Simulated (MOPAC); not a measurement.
A run for MOPAC: PM3 on CH3NO2 (a complex), monomers drawn apart or pushed together.

```
PM3 1SCF PRECISE CHARGE=0 THREADS=1
CH3NO2

N     -0.14805537 1    -0.12973528 1     0.57902812 1
H      0.76523983 1    -0.07982703 1     0.14215747 1
H     -0.58445209 1    -0.98922504 1     0.26534908 1
H     -0.70112087 1     0.64117481 1     0.22264222 1
O      0.96313849 1    -0.82732579 1     5.75262148 1
C      0.21169012 1     0.05640561 1     5.73780289 1
O     -0.53500312 1     0.94270275 1     5.79182291 1
```

Program output:

```
*******************************************************************************
 **                                                                           **
 **                              MOPAC v23.2.5                                **
 **                                                                           **
 *******************************************************************************
 ** MOPAC's Digital Object Identifier: https://doi.org/10.5281/zenodo.6511958 **
 **                                                                           **
 ** Please cite the open-source release paper for use of this MOPAC version:  **
 ** J. E. Moussa and J. J. P. Stewart (2026)                                  **
 ** MOPAC: An open-source semiempirical molecular orbital program             **
 ** J. Open Source Softw., 11(119), 8025, https://doi.org/10.21105/joss.08025 **
 *******************************************************************************

                              PM3 CALCULATION RESULTS

 *******************************************************************************
 *  PM3        - The PM3 Hamiltonian to be used
 *
 *
 *
 *                 CHARGE ON SYSTEM = 0
 *
 *
 *
 *  PRECISE    - TIGHTER CRITERIA TO BE USED
 *  1SCF       - DO 1 SCF AND THEN STOP
 *  THREADS=1  - MULTI-THREADING NOT USED
 *  T=         - A TIME OF 172800.0 SECONDS REQUESTED
 *  DUMP=N     - RESTART FILE WRITTEN EVERY 7200.0 SECONDS REQUESTED
 *******************************************************************************
PM3 1SCF PRECISE CHARGE=0 THREADS=1
 CH3NO2

   ATOM   CHEMICAL          X               Y               Z
  NUMBER   SYMBOL      (ANGSTROMS)     (ANGSTROMS)     (ANGSTROMS)

     1       N         -0.14805537  *  -0.12973528  *   0.57902812  *
     2       H          0.76523983  *  -0.07982703  *   0.14215747  *
     3       H         -0.58445209  *  -0.98922504  *   0.26534908  *
     4       H         -0.70112087  *   0.64117481  *   0.22264222  *
     5       O          0.96313849  *  -0.82732579  *   5.75262148  *
     6       C          0.21169012  *   0.05640561  *   5.73780289  *
     7       O         -0.53500312  *   0.94270275  *   5.79182291  *



          CARTESIAN COORDINATES

    NO.       ATOM           X           Y           Z

     1         N         -0.1481     -0.1297      0.5790
     2         H          0.7652     -0.0798      0.1422
     3         H         -0.5845     -0.9892      0.2653
     4         H         -0.7011      0.6412      0.2226
     5         O          0.9631     -0.8273      5.7526
     6         C          0.2117      0.0564      5.7378
     7         O         -0.5350      0.9427      5.7918

  H: (PM3): J. J. P. STEWART, J. COMP. CHEM. 10, 209 (1989).
  C: (PM3): J. J. P. STEWART, J. COMP. CHEM. 10, 209 (1989).
  N: (PM3): J. J. P. STEWART, J. COMP. CHEM. 10, 209 (1989).
  O: (PM3): J. J. P. STEWART, J. COMP. CHEM. 10, 209 (1989).

           Empirical Formula: C H3 N O2  =     7 atoms



      MOLECULAR POINT GROUP   :   C1


      RHF CALCULATION, NO. OF DOUBLY OCCUPIED LEVELS = 12


 -------------------------------------------------------------------------------
 PM3 1SCF PRECISE CHARGE=0 THREADS=1
 CH3NO2



     1SCF WAS SPECIFIED, SO BFGS WAS NOT USED
     SCF FIELD WAS ACHIEVED


                              PM3 CALCULATION
                                                       MOPAC v23.2.5 Linux




          FINAL HEAT OF FORMATION =        -86.80406 KCAL/MOL =    -363.18819 KJ/MOL


          COSMO AREA              =        113.59 SQUARE ANGSTROMS
          COSMO VOLUME            =         81.30 CUBIC ANGSTROMS

          IONIZATION POTENTIAL    =          9.826201 EV
          HOMO LUMO ENERGIES (EV) =         -9.826  1.383
          NO. OF FILLED LEVELS    =         12
          MOLECULAR WEIGHT        =         61.0402         POINT GROUP:  C1

          MOLECULAR DIMENSIONS (Angstroms)

            Atom       Atom       Distance
            O     5    H     4     5.95877
            O     7    H     2     3.63824
            O     7    H     3     1.56340


          SCF CALCULATIONS        =          1





   ATOM   CHEMICAL          X               Y               Z
  NUMBER   SYMBOL      (ANGSTROMS)     (ANGSTROMS)     (ANGSTROMS)

     1       N         -0.14805537  *  -0.12973528  *   0.57902812  *
     2       H          0.76523983  *  -0.07982703  *   0.14215747  *
     3       H         -0.58445209  *  -0.98922504  *   0.26534908  *
     4       H         -0.70112087  *   0.64117481  *   0.22264222  *
     5       O          0.96313849  *  -0.82732579  *   5.75262148  *
     6       C          0.21169012  *   0.05640561  *   5.73780289  *
     7       O         -0.53500312  *   0.94270275  *   5.79182291  *

                             CARTESIAN COORDINATES

   1    N       -0.148055370    -0.129735280     0.579028120
   2    H        0.765239830    -0.079827030     0.142157470
   3    H       -0.584452090    -0.989225040     0.265349080
   4    H       -0.701120870     0.641174810     0.222642220
   5    O        0.963138490    -0.827325790     5.752621480
   6    C        0.211690120     0.056405610     5.737802890
   7    O       -0.535003120     0.942702750     5.791822910


           Empirical Formula: C H3 N O2  =     7 atoms



      MOLECULAR POINT GROUP   :   C1


                  EIGENVALUES
 -39.14878 -38.83400 -28.63194 -21.00982 -17.70754 -17.69988 -17.55980 -15.08652
 -15.06571 -12.61305 -12.60948  -9.82620   1.38338   1.42363   2.27216   3.21593
   5.15263   5.16680   8.13034


              NET ATOMIC CHARGES AND DIPOLE CONTRIBUTIONS

  ATOM NO.   TYPE          CHARGE      No. of ELECS.   s-Pop       p-Pop
    1          N          -0.001227        5.0012     1.43365     3.56758
    2          H           0.000279        0.9997     0.99972
    3          H           0.000119        0.9999     0.99988
    4          H           0.000829        0.9992     0.99917
    5          O          -0.259045        6.2590     1.84479     4.41426
    6          C           0.518174        3.4818     1.17090     2.31093
    7          O          -0.259129        6.2591     1.84482     4.41431
 DIPOLE           X         Y         Z       TOTAL
 POINT-CHG.    -0.007    -0.001    -0.088     0.088
 HYBRID        -0.112    -0.052    -1.605     1.609
 SUM           -0.119    -0.053    -1.693     1.698


          ATOMIC ORBITAL ELECTRON POPULATIONS

     Atom    s        px        py        pz
    1  N   1.43365   0.98247   0.97986   1.60524
    2  H   0.99972
    3  H   0.99988
    4  H   0.99917
    5  O   1.84479   1.42803   1.35095   1.63528
    6  C   1.17090   0.78102   0.80189   0.72802
    7  O   1.84482   1.43316   1.34774   1.63341

 **********************
 *                    *
 * JOB ENDED NORMALLY *
 *                    *
 **********************




 == MOPAC DONE ==
```

The run finished.

Cost: around 0.020 core-seconds (rough).
